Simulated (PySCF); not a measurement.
**C3H10Ge: core ionisation energies**

C₃H₁₀Ge.
Numbering: `[CH3:1][CH2:2][CH2:3][GeH3:4]`

Method used: PySCF 2.14.0, delta-SCF UKS SCAN, pcX-2 on the ionised atom, pcseg-1 elsewhere, spin-free X2C. These are vertical core ionisation energies against the vacuum level, from separate self-consistent calculations with and without the core hole.

Question: Give the core binding energies atom by atom.

Answer: 
| atom(s) | bonded to | level | binding energy (eV) | above the level's lowest (eV) | count |
| --- | --- | --- | --- | --- | --- |
| C3 | C, 2 H and Ge | C 1s | 290.20 | 0.00 | 1 |
| C1 | C and 3 H | C 1s | 290.58 | +0.38 | 1 |
| C2 | 2 C and 2 H | C 1s | 290.65 | +0.45 | 1 |

The listed C 1s values span 0.45 eV, from C3 (bonded to C, 2 H and Ge) to C2 (bonded to 2 C and 2 H).

Question: Which photon energy gives electrons from C 1s of C3 a kinetic energy of 100 eV, and what is their de Broglie wavelength?

Answer: hν = 290.20 + 100 = 390.20 eV, recoil neglected; λ = 12.264 Å/√(E/eV) = 1.23 Å.

No level of germanium is listed. Geometry: PBE0-D3(BJ)/def2-SVP, one conformer, isolated molecule.

The values belong to the conformer `[CH3:1][CH2:2][CH2:3][GeH3:4]`: C1–C2–C3–Ge4 63°.
